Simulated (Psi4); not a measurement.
C2H6N (SMILES [CH2]NC), doublet, geometry from GFN2-xTB; TPSS/3-21G in Psi4.

The Psi4 input:
```
memory 2 GB

molecule {
0 2
  C     1.20091201   -0.35409013   -0.26035158
  N     0.15514093    0.39416532    0.26496238
  C    -1.19676442   -0.02448973   -0.00558254
  H     1.05672953   -0.73061468   -1.25611142
  H     2.18829747   -0.05352778    0.03476338
  H     0.30544302    0.67453837    1.22592736
  H    -1.48256189   -0.93781616    0.53384176
  H    -1.29621216   -0.21507721   -1.07354631
  H    -1.88256807    0.77481933    0.27599336
}

set basis 3-21g
set reference uks
set level_shift 0.3

energy('tpss')
print_variables()
```

What the program printed (banner, timings and long lists left out):

```
   => Loading Basis Set <=

    Name: 3-21G
    Role: ORBITAL
    Keyword: BASIS

         ---------------------------------------------------------
                                   SCF
               by Justin Turney, Rob Parrish, Andy Simmonett
                          and Daniel G. A. Smith
                              UKS Reference
         ---------------------------------------------------------

  ==> Geometry <==

    Molecular point group: c1
    Full point group: C1

    Geometry (in Angstrom), charge = 0, multiplicity = 2:

       Center              X                  Y                   Z               Mass
    ------------   -----------------  -----------------  -----------------  -----------------
         C            1.175880098804    -0.365102010418    -0.266206713907    12.000000000000
         N            0.130109018804     0.383153439582     0.259107246093    14.003074004430
         C           -1.221796331196    -0.035501610418    -0.011437673907    12.000000000000
         H            1.031697618804    -0.741626560418    -1.261966553907     1.007825032230
         H            2.163265558804    -0.064539660418     0.028908246093     1.007825032230
         H            0.280411108804     0.663526489582     1.220072226093     1.007825032230
         H           -1.507593801196    -0.948828040418     0.527986626093     1.007825032230
         H           -1.321244071196    -0.226089090418    -1.079401443907     1.007825032230
         H           -1.907599981196     0.763807449582     0.270138226093     1.007825032230

  Running in c1 symmetry.

  Rotational constants: A =      1.43408  B =      0.32880  C =      0.28609 [cm^-1]
  Rotational constants: A =  42992.76520  B =   9857.15954  C =   8576.71496 [MHz]
  Nuclear repulsion =   78.054588496435670

  Charge       = 0
  Multiplicity = 2
  Electrons    = 25
  Nalpha       = 13
  Nbeta        = 12

  ==> Algorithm <==

  SCF Algorithm Type is DF.
  DIIS enabled.
  MOM disabled.
  Fractional occupation disabled.
  Guess Type is SAD.
  Energy threshold   = 1.00e-06
  Density threshold  = 1.00e-06
  Integral threshold = 1.00e-12

  ==> Primary Basis <==

  Basis Set: 3-21G
    Blend: 3-21G
    Number of shells: 27
    Number of basis functions: 39
    Number of Cartesian functions: 39
    Spherical Harmonics?: false
    Max angular momentum: 1

  ==> DFT Potential <==

   => LibXC <=

    Version 7.1.2
    S. Lehtola, C. Steigemann, M. J. T. Oliveira, and M. A. L. Marques,  SoftwareX 7, 1–5 (2018) (10.1016/j.softx.2017.11.002)

   => Composite Functional: TPSS <=

    TPSS Meta-GGA XC Functional

    J. Tao, et al., Phys. Rev. Lett., 91, 146401, 2003

    Deriv               =              1
    GGA                 =           TRUE
    Meta                =           TRUE

    Exchange Hybrid     =          FALSE
    MP2 Hybrid          =          FALSE

   => Exchange Functionals <=

    1.0000   XC_MGGA_X_TPSS

   => Correlation Functionals <=

    1.0000   XC_MGGA_C_TPSS

   => LibXC Density Thresholds  <==

    XC_MGGA_C_TPSS:  1.00E-15
    XC_MGGA_X_TPSS:  1.00E-15

   => Molecular Quadrature <=

    Radial Scheme          =       TREUTLER
    Pruning Scheme         =           NONE
    Nuclear Scheme         =       TREUTLER

    Blocking Scheme        =         OCTREE
    BS radius alpha        =              1
    Pruning alpha          =              1
    Radial Points          =             75
    Spherical Points       =            302
    Total Points           =         192903
    Total Blocks           =           1481
    Max Points             =            256
    Max Functions          =             39
    Weights Tolerance      =       1.00E-15

   => Loading Basis Set <=

    Name: (3-21G AUX)
    Role: JKFIT
    Keyword: DF_BASIS_SCF

  ==> Integral Setup <==

  SCF_SUBTYPE=INCORE selected. In-core MEM_DF algorithm will be used.
  Using in-core AOs.

  ==> MemDFJK: Density-Fitted J/K Matrices <==

    J tasked:                   Yes
    K tasked:                    No
    wK tasked:                   No
    Algorithm:                 Core
    Schwarz Cutoff:           1E-12
    Mask sparsity (%):       0.3945
    Fitting Condition:        1E-10

   => Auxiliary Basis Set <=

  Basis Set: (3-21G AUX)
    Blend: DEF2-UNIVERSAL-JKFIT
    Number of shells: 111
    Number of basis functions: 391
    Number of Cartesian functions: 391
    Spherical Harmonics?: false
    Max angular momentum: 4

  Minimum eigenvalue in the overlap matrix is 2.4809304697E-02.
  Reciprocal condition number of the overlap matrix is 5.8704230672E-03.
    Using symmetric orthogonalization.

  ==> Pre-Iterations <==

  SCF Guess: Superposition of Atomic Densities via on-the-fly atomic UHF (no occupation information).

   -------------------------
    Irrep   Nso     Nmo
   -------------------------
     A         39      39
   -------------------------
    Total      39      39
   -------------------------

  ==> Iterations <==

                           Total Energy        Delta E     RMS |[F,P]|

   @DF-UKS iter SAD:  -133.34681110660802   -1.33347e+02   0.00000e+00
   @DF-UKS iter   1:  -133.59122817343930   -2.44417e-01   1.60010e-02 ADIIS/DIIS/SHIFT
   @DF-UKS iter   2:  -133.72403233591919   -1.32804e-01   9.53789e-03 ADIIS/DIIS
   @DF-UKS iter   3:  -133.78390130633133   -5.98690e-02   2.16298e-03 ADIIS/DIIS
   @DF-UKS iter   4:  -133.78699189447502   -3.09059e-03   5.68844e-04 ADIIS/DIIS
   @DF-UKS iter   5:  -133.78722401190657   -2.32117e-04   6.53911e-05 DIIS
   @DF-UKS iter   6:  -133.78722913331291   -5.12141e-06   2.38260e-05 DIIS
   @DF-UKS iter   7:  -133.78722966190867   -5.28596e-07   1.52055e-05 DIIS
   @DF-UKS iter   8:  -133.78722985247074   -1.90562e-07   2.24872e-06 DIIS
   @DF-UKS iter   9:  -133.78722985717513   -4.70439e-09   5.40186e-07 DIIS
  Energy and wave function converged.

  ==> Post-Iterations <==

   Electrons on quadrature grid:
      Nalpha   =   13.0000181612 ; deviation = 1.816e-05
      Nbeta    =   12.0000194542 ; deviation = 1.945e-05
      Ntotal   =   25.0000376154 ; deviation = 3.762e-05

   @Spin Contamination Metric:   2.145912783E-03
   @S^2 Expected:                7.500000000E-01
   @S^2 Observed:                7.521459128E-01
   @S   Expected:                5.000000000E-01
   @S   Observed:                5.000000000E-01

    Orbital Energies [Eh]
    ---------------------

    Alpha Occupied:

       1A    -14.045668     2A     -9.961375     3A     -9.927535
       4A     -0.860095     5A     -0.650933     6A     -0.569062
       7A     -0.458326     8A     -0.407849     9A     -0.389000
      10A     -0.343246    11A     -0.333169    12A     -0.258665
      13A     -0.086751

    Alpha Virtual:

      14A      0.097905    15A      0.136281    16A      0.156725
      17A      0.166153    18A      0.180172    19A      0.191032
      20A      0.248241    21A      0.297260    22A      0.643780
      23A      0.682830    24A      0.691027    25A      0.732583
      26A      0.761362    27A      0.868673    28A      0.936264
      29A      0.982705    30A      1.004961    31A      1.042186
      32A      1.088919    33A      1.129624    34A      1.195487
      35A      1.390198    36A      1.455468    37A      1.527735
      38A      1.748421    39A      2.537887

    Beta Occupied:

       1A    -14.040333     2A     -9.961478     3A     -9.916444
       4A     -0.849800     5A     -0.643865     6A     -0.554307
       7A     -0.452914     8A     -0.401680     9A     -0.382465
      10A     -0.340963    11A     -0.328033    12A     -0.218570

    Beta Virtual:

      13A     -0.011849    14A      0.102345    15A      0.139430
      16A      0.163461    17A      0.175286    18A      0.188144
      19A      0.196052    20A      0.258341    21A      0.315091
      22A      0.651449    23A      0.687225    24A      0.717041
      25A      0.752350    26A      0.800844    27A      0.882721
      28A      0.948005    29A      0.990000    30A      1.012702
      31A      1.063730    32A      1.100850    33A      1.142184
      34A      1.215335    35A      1.401473    36A      1.492118
      37A      1.541079    38A      1.756011    39A      2.552653

    Final Occupation by Irrep:
              A
    DOCC [    12 ]
    SOCC [     1 ]
    NA   [    13 ]
    NB   [    12 ]

  @DF-UKS Final Energy:  -133.78722985717513

   => Energetics <=

    Nuclear Repulsion Energy =             78.0545884964356702
    One-Electron Energy =                -333.5982375498721808
    Two-Electron Energy =                 141.7322834397558040
    DFT Exchange-Correlation Energy =     -19.9758642434944100
    Empirical Dispersion Energy =           0.0000000000000000
    VV10 Nonlocal Energy =                  0.0000000000000000
    Total Energy =                       -133.7872298571751344

  UHF NO Occupations:
  HONO-2 :   11  A 1.9997299
  HONO-1 :   12  A 1.9994740
  HONO-0 :   13  A 1.0000000
  LUNO+0 :   14  A 0.0005260
  LUNO+1 :   15  A 0.0002701
  LUNO+2 :   16  A 0.0001451
  LUNO+3 :   17  A 0.0000799

Computation Completed

Properties will be evaluated at   0.000000,   0.000000,   0.000000 [a0]

Properties computed using the SCF density matrix

 Multipole Moments:

 ------------------------------------------------------------------------------------
     Multipole            Electronic (a.u.)      Nuclear  (a.u.)        Total (a.u.)
 ------------------------------------------------------------------------------------

 L = 1.  Multiply by 2.5417464519 to convert [e a0] to [Debye]
 Dipole X            :          0.8159660           -1.1825865           -0.3666205
 Dipole Y            :          0.6420826           -0.5202360            0.1218466
 Dipole Z            :          0.5687321           -0.2766149            0.2921172
 Magnitude           :                                                    0.4843446

 ------------------------------------------------------------------------------------

  Variable Map:
  ----------------------------------------------------------------------------
  "CURRENT ENERGY"              =>    -133.787229857175
  "CURRENT REFERENCE ENERGY"    =>    -133.787229857175
  "DD SOLVATION ENERGY"         =>       0.000000000000
  "DFT FUNCTIONAL TOTAL ENERGY" =>    -133.787229857175
  "DFT TOTAL ENERGY"            =>    -133.787229857175
  "DFT VV10 ENERGY"             =>       0.000000000000
  "DFT XC ENERGY"               =>     -19.975864243494
  "GRID ELECTRONS ALPHA"        =>      13.000018161244
  "GRID ELECTRONS BETA"         =>      12.000019454197
  "GRID ELECTRONS TOTAL"        =>      25.000037615441
  "NUCLEAR REPULSION ENERGY"    =>      78.054588496436
  "ONE-ELECTRON ENERGY"         =>    -333.598237549872
  "PCM POLARIZATION ENERGY"     =>       0.000000000000
  "PE ENERGY"                   =>       0.000000000000
  "SCF ITERATION ENERGY"        =>    -133.787229857175
  "SCF ITERATIONS"              =>       9.000000000000
  "SCF TOTAL ENERGY"            =>    -133.787229857175
  "TWO-ELECTRON ENERGY"         =>     141.732283439756
  "XC GRID RADIAL POINTS"       =>      75.000000000000
  "XC GRID SPHERICAL POINTS"    =>     302.000000000000
  "XC GRID TOTAL POINTS"        =>  192903.000000000000

  Array Variable Map:
  ----------------------------------------------------------------------------
  "CURRENT DIPOLE"              =>      -0.366620527434 ... 0.292117206082 1 by 3
  "SCF DIPOLE"                  =>      -0.366620527434 ... 0.292117206082 1 by 3
  "SCF TOTAL ENERGIES"          =>    -133.346811106608 ... -133.787229857175 1 by 10
```
